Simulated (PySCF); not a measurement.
Mg(I)(SiH3) (H3IMgSi), SMILES [SiH3][Mg][I].

The structure is a stationary point at PBE-D3(BJ)/def2-SVP. The def2 effective core potentials stand for the cores of I; spin–orbit coupling is left out.

These are C-PCM-B3LYP/def2-SVP in PySCF values and carry that method's errors.

The values are the electrostatic part of the solvation free energy, E(continuum) − E(gas) at the gas-phase geometry, in a cavity of scaled van der Waals radii (PySCF's table); cavitation and dispersion terms are not included. A continuum can't describe solvent molecules that bind to the metal. In vacuum the orbital gap is 5.64 eV. The dipole moment in vacuum is 1.16 D.

```csv
solvent,ε,ΔG(elec) (kcal/mol),dipole (D),gap (eV)
water,78.36,-11.5,1.50,5.89
acetonitrile,35.69,-11.3,1.49,5.89
dimethylsulfoxide,46.83,-11.4,1.50,5.89
```
